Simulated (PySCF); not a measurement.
Gas-phase equilibrium of 1 mol NO, 7.6 mol O2 at 1800 K and 0.00133 bar, among 8 species (O2, N2, O, NO, O3, N, N2O, NO2). Only gases are allowed; each row takes one source of thermochemistry for all species, and Cantera finds the minimum.

Method: PySCF energies plus ideal-gas RRHO corrections (1 bar). Table values come from the NASA 1993 polynomials. † marks an energy on the PBE0/def2-TZVP geometry and frequencies; other levels use their own. 6-31G* has spherical d functions here. Open shells (unrestricted) among the columns below: O2 (multiplicity 3), O (multiplicity 3, electronic degeneracy 9), NO (multiplicity 2, electronic degeneracy 4), N (multiplicity 4), NO2 (multiplicity 2); the rest are closed-shell singlets. Spin-orbit splitting is ignored; it lowers the true energy and changes the entropy of O, NO. B3LYP is the form with VWN-RPA correlation. The harmonic model lacks anharmonicity and excited electronic states, which grow with temperature; levels with a mode under 35 cm⁻¹ are left out.

Molecules larger than those listed are left out. Table species left out: NO3.

Mole fractions:

| thermochemistry | x O | x O2 | x N2 | x N | x NO | x NO2 | x N2O |
|---|---|---|---|---|---|---|---|
| table | 0.0032 | 0.94 | 0.057 | 2.4e-10 | 0.0024 | 4.6e-7 | 1.3e-9 |
| B3LYP/6-31G* | 0.0021 | 0.94 | 0.057 | 5.4e-10 | 0.0031 | 7.6e-7 | 3.4e-9 |
| BLYP/def2-TZVP† | 0.00047 | 0.94 | 0.057 | 5.2e-11 | 0.0028 | 2.3e-6 | 7.6e-9 |
| HF/6-31G* | 0.97 | 6.8e-7 | 0.028 | 0.0036 | 2.3e-6 | <1e-12 | <1e-12 |
| PBE/def2-SVP | 6.8e-5 | 0.94 | 0.057 | 2.9e-11 | 0.0032 | 2.2e-5 | 1.4e-7 |
| PBE0/def2-QZVP† | 0.0021 | 0.94 | 0.057 | 3.9e-10 | 0.0027 | 1.4e-6 | 6.8e-9 |
| PBE0/def2-TZVP | 0.0020 | 0.94 | 0.057 | 4.0e-10 | 0.0026 | 1.3e-6 | 6.5e-9 |
The most sensitive of these is N: it spans a factor of 10^8.1 over these rows; at this temperature one factor of ten is RT ln 10 = 34 kJ/mol.
